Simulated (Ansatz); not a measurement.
C$_{3}$H$_{3}$ClFInO$_{2}$ (`[F][In-]1([Cl])[O]C=CC=[O+]1`). Charge 0, multiplicity 1. In: def2 effective core potential. The structure was optimised at the PBE0-D4/def2-TZVP level.

```xyz
11

F     0.908   -0.102    3.090
In    0.243   -1.074    1.555
Cl   -0.215   -3.324    1.604
O    -1.343    0.055    0.757
C    -1.262    0.723   -0.315
C    -0.176    0.845   -1.176
C     1.063    0.235   -1.014
O     1.446   -0.531   -0.083
H    -2.173    1.269   -0.584
H    -0.308    1.470   -2.049
H     1.818    0.432   -1.785
```

Q: What is the dipole moment at r2SCAN/def2-TZVPP? (Best estimate.)

A: Ansatz gave: 5.16 D, with components (-0.85, 2.40, -4.49) D in this frame, pointing from negative to positive charge.

Q: And with PBE, B3LYP, ωB97M-V? (Best estimate.)

A: Computed: PBE 4.98 D, B3LYP 5.27 D, ωB97M-V 5.27 D.

Q: Give the Mulliken charges with r2SCAN, ωB97M-V, PBE in def2-TZVPP. (Best estimate.)

A: Computed: 
```tsv
atom	r2SCAN	ωB97M-V	PBE
F1	-0.47	-0.48	-0.43
In2	1.14	1.12	1.02
Cl3	-0.37	-0.33	-0.34
O4	-0.41	-0.41	-0.32
C5	0.23	0.19	0.11
C6	-0.18	-0.20	-0.15
C7	0.23	0.19	0.11
O8	-0.41	-0.41	-0.32
H9	0.08	0.12	0.10
H10	0.09	0.11	0.11
H11	0.08	0.12	0.10
```

B3LYP here is the variant with VWN-RPA as its local correlation; programs differ in this.
